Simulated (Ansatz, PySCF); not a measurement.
InClI2, SMILES [Cl][In]([I])[I].

Coordinates come from a B3LYP-D3(BJ)/def2-SVP optimisation. The structure was generated by enumeration; whether it is a known compound was not checked. The def2 effective core potentials stand for the cores of I, In; spin–orbit coupling is left out.

Vertical ionisation energy (IE) and electron affinity (EA) in eV. Rows of orbital energies are one-electron estimates. Where ΔSCF, EOM or ADC give a negative EA the extra electron is unbound and the value depends on the basis.

```
level                                                                        IE    EA
------------------------------------------------------------------------  -----  ----
−ε(HOMO), −ε(LUMO), PBE0/def2-TZVP (PySCF)                                 8.05  3.29
−ε(HOMO), −ε(LUMO), PBE/def2-TZVP (PySCF)                                  6.90  4.03
ΔSCF, CAM-B3LYP/def2-SVPD (Ansatz), final states of multiplicity 2 and 2  10.09  1.91
ΔSCF, PBE/def2-SVPD (Ansatz), final states of multiplicity 2 and 2         9.39  1.90
```

Q: What vertical singlet–triplet gap does ΔSCF give with CAM-B3LYP/def2-SVPD (Ansatz, an electronic-structure program) and with PBE/def2-SVPD (Ansatz)? (An estimate is asked for; the answer gives what the named calculation found.)

A: 3.52 and 2.91 eV (triplet above singlet where positive).
